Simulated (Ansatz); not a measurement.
Calculated with Ansatz (gas phase, PBE0-D4/def2-TZVP geometries, no zero-point term in ΔE). CBS: MP2 limit from def2 TZ/QZ plus the TZ coupled-cluster correction, frozen cores. Functionals use def2-TZVPP. B3LYP here is the variant with VWN-RPA as its local correlation; programs differ in this. One conformer a species, not always the lowest.

Reaction (formal exchange of groups at a C–C bond): `CC(Cl)CCl` + `C[SiH2]C` → `C[SiH](C)CCl` + `CCCl`

```json
{"level": "PBE-D4", "ΔE (kJ/mol)": "-24.9", "difference from CCSD(T)/CBS": "-2.7"}
{"level": "r2SCAN-D4", "ΔE (kJ/mol)": "-24.3", "difference from CCSD(T)/CBS": "-2.1"}
{"level": "PBE0-D4", "ΔE (kJ/mol)": "-25.0", "difference from CCSD(T)/CBS": "-2.8"}
{"level": "B3LYP-D4", "ΔE (kJ/mol)": "-26.2", "difference from CCSD(T)/CBS": "-4.0"}
{"level": "ωB97X-V", "ΔE (kJ/mol)": "-22.8", "difference from CCSD(T)/CBS": "-0.6"}
{"level": "ωB97M-V", "ΔE (kJ/mol)": "-24.9", "difference from CCSD(T)/CBS": "-2.7"}
{"level": "PBE", "ΔE (kJ/mol)": "-24.1", "difference from CCSD(T)/CBS": "-1.9"}
{"level": "r2SCAN", "ΔE (kJ/mol)": "-23.9", "difference from CCSD(T)/CBS": "-1.7"}
{"level": "PBE0", "ΔE (kJ/mol)": "-24.1", "difference from CCSD(T)/CBS": "-1.9"}
{"level": "HF/def2-TZVPP", "ΔE (kJ/mol)": "-22.6", "difference from CCSD(T)/CBS": "-0.4"}
{"level": "SCS-MP2/def2-TZVPP", "ΔE (kJ/mol)": "-18.9", "difference from CCSD(T)/CBS": "3.3"}
{"level": "HF/def2-QZVPP", "ΔE (kJ/mol)": "-23.0", "difference from CCSD(T)/CBS": "-0.8"}
{"level": "SCS-MP2/def2-QZVPP", "ΔE (kJ/mol)": "-20.3", "difference from CCSD(T)/CBS": "1.9"}
{"level": "HF/CBS(def2)", "ΔE (kJ/mol)": "-23.0", "difference from CCSD(T)/CBS": "-0.8"}
{"level": "MP2/CBS(def2)", "ΔE (kJ/mol)": "-21.2", "difference from CCSD(T)/CBS": "1.0"}
{"level": "CCSD/CBS(def2)", "ΔE (kJ/mol)": "-23.2", "difference from CCSD(T)/CBS": "-1.0"}
{"level": "CCSD(T)/CBS", "ΔE (kJ/mol)": "-22.2", "difference from CCSD(T)/CBS": "0"}
```

Largest T1 diagnostic among the species: 0.009.
